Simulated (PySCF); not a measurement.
# Simulated absorption spectrum

C₃H₅FSSi.
Z-matrix (Å and degrees, GFN2-xTB geometry), rows numbered from 1:
```
F 
Si  1  1.6139
C   2  1.8981  1  110.59
C   3  1.4974  2  107.81  1  -117.28
C   4  1.3241  3  121.05  2     0.95
S   5  1.7640  4  121.53  3    -0.31
H   2  1.4451  1  104.88  3   131.27
H   3  1.0912  2  112.36  1   121.87
H   3  1.0930  2  111.14  1     2.95
H   4  1.0797  3  118.29  2  -179.72
H   5  1.0756  4  124.65  3   179.68
```

Theory: PySCF 2.14.0, density-fitted response routines, TDDFT PBE0/def2-SVPD, vertical, gas phase, core orbitals frozen in the response.

Computed states:

```
state  E (eV)       f
   S1    5.25   0.025
   S2    5.61   0.055
   S3    5.95  0.0099
   S4    6.13  0.0044
   S5    6.54   0.064
   S6    6.80  0.0096
   S7    7.02   0.010
   S8    7.14   0.028
```

Broadening: Gaussians 0.4 eV wide at half height, area fixed by f = 4.319×10⁻⁹ ∫ε dν̃. The cross-section is σ = 3.8235×10⁻²¹ ε cm², given in Mb (10⁻¹⁸ cm²). The width is an assumption, not a result. The curve ends short of the highest state used, and states not computed would add to its high-energy end.

Task: Give the broadened spectrum and its maxima.

Result: 
```tsv
E (eV)	σ (Mb)
4.65	0.01
4.71	0.04
4.76	0.10
4.81	0.22
4.87	0.51
4.92	0.95
4.98	1.79
5.03	2.76
5.08	3.92
5.14	5.43
5.19	6.62
5.25	7.87
5.30	8.81
5.35	9.81
5.41	11.26
5.46	12.66
5.52	14.23
5.57	15.01
5.62	15.00
5.68	13.83
5.73	12.10
5.79	9.70
5.84	7.84
5.90	6.10
5.95	5.09
6.00	4.39
6.06	3.84
6.11	3.61
6.17	3.77
6.22	4.45
6.27	5.80
6.33	8.34
6.38	11.00
6.44	14.24
6.49	16.33
6.54	17.38
```

Maxima: 222 nm (5.59 eV), ε about 4000, made up of S2 (93%) (ε in L mol⁻¹ cm⁻¹; maxima over ε = 5, shares over 10%). At its high-energy end, 6.54 eV, the curve is still rising (ε about 4500, from S5).

Task: What would ε be at 5.59 eV, the highest of these maxima, with half the width (0.2 eV)?

Result: About 7200 L mol⁻¹ cm⁻¹ against 3950, a factor of about 1.8; a lone state at its own centre would give exactly 2.

Task: Does any computed singlet lie in the visible range?

Result: No computed singlet lies in the visible range (380 to 750 nm); the lowest, at 236 nm, stands 1.99 eV above its violet end (3.26 eV).

Task: Coming from long wavelengths, where does ε first pass 100 L mol⁻¹ cm⁻¹?

Result: At about 256 nm (4.85 eV), 0.40 eV below S1.

The run took 45 s (with the writing of density and orbital grids) on one thread, Arm Neoverse N1 (aarch64), no GPU, shared host with 64 logical CPUs at a one-minute load of 61, and the process peaked at 0.70 GiB of memory.
